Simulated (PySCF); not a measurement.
**How methods differ on the ionisation energy of Lu⁶¹⁺**

Lu⁶¹⁺ [Ne] → Lu⁶²⁺ [He] 2s2 2p5 [2p1/2^2 2p3/2^3, M_J = 3/2], as a difference of total energies. All numbers are calculated (PySCF 2.14, the two-component X2C-1e Hamiltonian, in an uncontracted even-tempered set (17 s from 44 bohr⁻², ratio 2.4; 13 p from 57 bohr⁻², ratio 2.4; 5 d from 200 bohr⁻², ratio 2.6; 4 f from 300 bohr⁻², ratio 2.6)). Correlated levels: nothing frozen; the 30 highest virtual spinors dropped. "Screened" scales the spin-orbit matrix elements by Boettger's factors to mimic the two-electron term; Breit and QED terms are absent.

```csv
method,ionisation energy (eV)
GHF (spin-free),14579.7
GMP2 (spin-free),14581.4
GHF (screened spin-orbit),14242.5
GMP2 (screened spin-orbit),14244.1
```

For this ion Breit and QED terms and the two-electron picture change, all absent here, outweigh the correlation shift from GHF to GMP2.

The spin-free rows lack the spin-orbit shift.

For comparison: 14228 ± 12 eV (theoretical estimate listed by NIST; NIST Atomic Spectra Database, ionization energies).
